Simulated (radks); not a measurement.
Q: The germanium ion Ge20+, configuration [Ne] 3s2. All-electron calculation, Dirac Kohn-Sham, PBE, spin-unpolarised, spherical densities, point nucleus. Program: a radial shooting solver on a logarithmic mesh with Libxc functionals. Some entries of the table are withheld. Estimate them.

| orbital | occ. | eigenvalue (eV) | <r> (bohr) | <1/r> (bohr^-1) |
|---|---|---|---|---|
| 1s1/2 | 2 | -11799.58 | 0.04698 | (1) |
| 2s1/2 | 2 | -2174.995 | 0.2066 | 7.257 |
| 2p1/2 | 2 | -2031.597 | 0.1781 | (2) |
| 2p3/2 | 4 | -1998.713 | 0.1815 | (3) |
| 3s1/2 | 2 | -817.5732 | 0.5178 | 2.838 |
| 3p1/2 | 0 | -770.7202 | 0.5023 | 2.780 |
| 3p3/2 | 0 | -763.2751 | 0.5076 | 2.734 |
| 4s1/2 | 0 | (4) | (5) | 1.504 |

A: 
(1) 1s1/2 <1/r> (bohr^-1): 32.39
(2) 2p1/2 <1/r> (bohr^-1): 7.205
(3) 2p3/2 <1/r> (bohr^-1): 7.012
(4) 4s1/2 eigenvalue (eV): -423.8045
(5) 4s1/2 <r> (bohr): 0.9766
